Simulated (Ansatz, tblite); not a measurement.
Forces on the cluster Al9⁺ at its PBE-D4/def2-SVP geometry. Total charge 1; singlet.

The xTB rows come from tblite. The restricted singlet is unstable towards broken spin symmetry in Hartree–Fock (as tested in another run); at PBE0-D4/def2-TZVP this wasn't settled. The structure comes from a short search, and lower isomers may exist.

GFN1-xTB (tblite), largest force 1.11 eV/Å:

```xyz
9
positions Å, forces eV/Å
Al   -0.844   -1.946    2.072   -0.337   -0.532    0.573
Al   -2.550    1.198   -0.550   -0.421    0.323   -0.365
Al    1.372    0.741   -2.292    0.481   -0.304   -0.370
Al   -0.643   -0.731   -0.410   -0.488   -0.386   -0.201
Al    1.052    0.891    0.457   -0.022    0.200    0.120
Al    1.495   -1.666    1.244    0.295   -0.275    0.464
Al   -0.430    2.233   -1.386   -0.371    0.919   -0.041
Al   -2.071    0.256    1.752   -0.076    0.090    0.403
Al    2.620   -0.977   -0.886    0.939   -0.034   -0.585
```

PBE0-D4/def2-TZVP (Ansatz), largest force 0.21 eV/Å:

```
Al 0.082 0.154 -0.088
Al 0.185 -0.016 0.082
Al -0.037 -0.012 0.138
Al -0.004 0.030 0.036
Al -0.102 -0.068 -0.031
Al -0.129 0.113 -0.095
Al -0.002 -0.184 0.072
Al 0.125 -0.064 -0.158
Al -0.117 0.046 0.044
```
